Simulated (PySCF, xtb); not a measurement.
C₂H₇NOSi₂, SMILES CC1=N[SiH2]O[SiH2]1.

Harmonic wavenumbers (cm⁻¹) from GFN2-xTB (xtb) at its own minimum, in rising order: 116, 136, 184, 271, 341, 381, 475, 497, 525, 556, 571, 586, 608, 639, 738, 767, 789, 838, 929, 976, 1027, 1179, 1370, 1455, 1459, 1645, 2311, 2322, 2357, 2372, 3005, 3017, 3036.

Problem. What does r2SCAN-D4/def2-SVP in PySCF give at its own minimum? (The exact figures need the calculation; the answer reports its results.)

Solution. 116, 142, 193, 280, 345, 416, 457, 548, 617, 677, 693, 697, 701, 750, 793, 916, 950, 961, 991, 993, 1001, 1175, 1357, 1425, 1439, 1648, 2223, 2226, 2254, 2257, 3018, 3104, 3152. Paired by order, the mean absolute difference is 63 cm⁻¹ and the zero-point energies are 53.6 and 55.1 kcal/mol.
